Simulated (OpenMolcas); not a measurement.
Ag⁵⁺: effect of the basis set

```json
{"Program": "OpenMolcas 26.06", "Method": "CASSCF", "Active space": "6 electrons in 10 orbitals (4d 5d)", "State averaging": "2S+1 = 5 even, 5 roots; 2S+1 = 3 even, 45 roots; 2S+1 = 1 even, 49 roots", "Spin-orbit coupling": "state interaction with AMFI integrals over the reference wave functions, term energies averaged over their components"}
```

A. ANO-R2 [7s5p4d2f1g], X2C, finite nucleus; cost about 4 core-minutes
B. ANO-RCC-VTZP [7s6p4d2f1g], DKH2, point nucleus; cost of the order of 2.9 core-minutes
C. ANO-RCC-VQZP [8s7p5d3f2g1h], DKH2, point nucleus; cost of the order of 5 core-minutes

Energies in cm-1 above 4d6 5D4, the measured ground level; measured values from the list in Gamrath, thesis, University of Mons (2023).

```json
{"Level": "4d6 5D4", "A": "0.0", "B": "0.0", "C": "0.0", "Measured": "0.0"}
{"Level": "4d6 5D3", "A": "2484", "B": "2489", "C": "2486", "Measured": "2692"}
{"Level": "4d6 5D2", "A": "3796", "B": "3801", "C": "3796", "Measured": "3953"}
{"Level": "4d6 5D1", "A": "4706", "B": "4713", "C": "4707", "Measured": "4941"}
{"Level": "4d6 5D0", "A": "5130", "B": "5137", "C": "5131", "Measured": "5380"}
{"Level": "4d6 3H6", "A": "24110", "B": "24093", "C": "24100", "Measured": "21512"}
{"Level": "4d6 3H5", "A": "24657", "B": "24638", "C": "24647", "Measured": "21812"}
{"Level": "4d6 3P2(1)", "A": "25124", "B": "25102", "C": "25107", "Measured": "21042"}
{"Level": "4d6 3F4(1) [53 %]", "A": "28062", "B": "28048", "C": "28058", "Measured": ""}
{"Level": "4d6 3F3(1)", "A": "28125", "B": "28104", "C": "28115", "Measured": "24441"}
{"Level": "4d6 3F2(1)", "A": "29216", "B": "29197", "C": "29208", "Measured": "25306"}
{"Level": "4d6 3G5", "A": "31377", "B": "31363", "C": "31373", "Measured": "27958"}
{"Level": "4d6 3P1(1)", "A": "32176", "B": "32169", "C": "32176", "Measured": "28232"}
{"Level": "4d6 3P0(1)", "A": "32942", "B": "32928", "C": "32931", "Measured": ""}
{"Level": "4d6 3G4", "A": "33351", "B": "33337", "C": "33348", "Measured": "29660"}
{"Level": "4d6 3G3", "A": "34040", "B": "34027", "C": "34040", "Measured": "30361"}
{"Level": "4d6 1I6", "A": "37735", "B": "37714", "C": "37726", "Measured": "34194"}
{"Level": "4d6 3D2", "A": "38424", "B": "38393", "C": "38409", "Measured": "32650"}
{"Level": "4d6 3D1", "A": "39029", "B": "39002", "C": "39020", "Measured": "33558"}
{"Level": "4d6 3D3", "A": "39262", "B": "39235", "C": "39250", "Measured": "33509"}
{"Level": "4d6 1G4(1)", "A": "41434", "B": "41421", "C": "41429", "Measured": "37481"}
{"Level": "4d6 1S0 [74 %]", "A": "47387", "B": "47368", "C": "47379", "Measured": ""}
{"Level": "4d6 1D2(1)", "A": "48705", "B": "48679", "C": "48684", "Measured": "41372"}
{"Level": "4d6 1F3", "A": "53109", "B": "53066", "C": "53072", "Measured": "44724"}
```

Deviations, from unrounded energies. A percentage is the sum of absolute deviations over the sum of measured energies, with the sign that they share, or ± where signs differ.

```json
{"Against measurement": "mean absolute deviation (cm-1)", "Levels": "20", "A": "3600", "B": "3600", "C": "3600"}
{"Against measurement": "fine structure of the ground term (%)", "Levels": "4", "A": "-5.0", "B": "-4.9", "C": "-5.0"}
{"Against measurement": "other terms of the ground configuration (%)", "Levels": "16", "A": "+14.8", "B": "+14.7", "C": "+14.7"}
```

A, B, C lie about equally close to measurement. The largest miss of B in the table is 4d6 1F3, by +8300 cm-1. The ranking rests on the paired levels alone, and a cruder setting can come out closer through cancelling errors.

Among A to C the level of the table that moves most is 4d6 1F3, by 44 cm-1 (lowest in B, highest in A).

Without dynamic correlation excited terms often stand tens of per cent too high (terms of higher spin than the ground term too low), and those without a measured partner can miss by more than the paired ones. Active for correlation alone: 5d; no level in the range computed is led by a configuration that fills it, so any true level of that kind is missing. Measured partners are found by configuration, term and J. A level has none where our copy of the source lacks it or the pairing is in doubt (some pairs that miss far off the trend of their configuration count as doubtful), and it then counts in no deviation. Only configurations of the active space appear. The table leaves out levels that lie high or whose names do not pair safely across all columns.

A share in square brackets marks a mixed level and gives the weight of the term that names it, the lowest over the columns. A number in round brackets counts repeated terms of one configuration in the order of the reference energies.
